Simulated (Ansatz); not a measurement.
Basis sets compared for `C1=Cc2cc3cc4cccc4ccc3c2=C1`. Charge 0, multiplicity 1. Geometry PBE-D4/def2-SVP. Ansatz on 4 threads of Arm Neoverse V2 on a shared host; times are rough, and most runs start from earlier orbitals.

```xyz
26

C    -0.8999   -0.1806    4.4334
C    -1.6447    0.7995    3.7877
C    -1.2655    0.7526    2.3902
C    -1.4969    1.3267    1.1536
C    -0.6600    0.6792    0.1484
C    -0.6617    1.0327   -1.1996
C     0.0969    0.4826   -2.2528
C     0.0465    0.8889   -3.6028
C     0.9574    0.0969   -4.3614
C     1.5896   -0.8133   -3.5079
C     1.0900   -0.6160   -2.1778
C     1.4914   -1.3439   -1.0588
C     1.0671   -1.2333    0.2859
C     0.1292   -0.3562    0.8293
C    -0.2647   -0.2925    2.2271
C    -0.0381   -0.8638    3.4729
H    -0.9418   -0.4161    5.5057
H    -2.3765    1.4746    4.2490
H    -2.1934    2.1451    0.9165
H    -1.3473    1.8509   -1.4829
H    -0.5959    1.6892   -3.9952
H     1.1306    0.1901   -5.4422
H     2.3440   -1.5611   -3.7865
H     2.2521   -2.1205   -1.2517
H     1.5382   -1.9309    0.9975
H     0.6533   -1.6809    3.7225
```

The restricted singlet is unstable towards broken spin symmetry in Hartree–Fock (as tested in another run); at PBE-D4/def2-SVP, PBE-D4/def2-TZVP, PBE0-D4/def2-SVP, PBE0-D4/def2-TZVP this wasn't settled.

Binding counts from free atoms (C triplet, H doublet) in the same basis, without a counterpoise term.

```csv
level,functions,energy (Eh),HOMO (eV),LUMO (eV),binding per atom (eV),wall time
PBE-D4/def2-SVP,274,-614.4726,-4.79,-3.66,5.72,6 s
PBE0-D4/def2-SVP,274,-614.5109,-5.55,-3.13,5.59,11 s
```

Q: Estimate the rows for PBE-D4/def2-TZVP (with forces), PBE0-D4/def2-TZVP.

A: 
```csv
level,functions,energy (Eh),HOMO (eV),LUMO (eV),binding per atom (eV),wall time
PBE-D4/def2-TZVP (with forces),556,-615.1100,-4.84,-3.73,5.63,18 s
PBE0-D4/def2-TZVP,556,-615.1434,-5.56,-3.16,5.49,48 s
```
